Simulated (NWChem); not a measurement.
Molecule: C₂H₃Br; SMILES C=CBr

All runs: NWChem. Pople sets run with spherical d functions. This build's default masses of Se (78.918 u) and Br (79.917 u) are each other's, which moves their modes by up to 0.6 %. Each level has its own optimisation. Entropies are gas-phase, rigid-rotor, harmonic values for NWChem's default masses at 298.15 K and 1 bar, so the errors hold that model's part too (torsions, anharmonicity).

Measured entropy at 1 bar: 65.9 cal/(mol K) (CRC Handbook, as tabulated in the package chemicals).

```tsv
level	entropy at 1 bar (cal/(mol K))	computed − measured
Hartree-Fock/STO-3G	65.0	-0.9
Hartree-Fock/3-21G	65.4	-0.5
Hartree-Fock/6-31G*	65.3	-0.6
B3LYP/6-31G*	65.8	-0.1
LDA (Slater exchange, VWN5)/def2-SVP	65.9	0.0
PBE/def2-SVP	66.0	+0.1
BLYP/def2-SVP	66.1	+0.2
PBE0/def2-SVP	65.7	-0.2
```
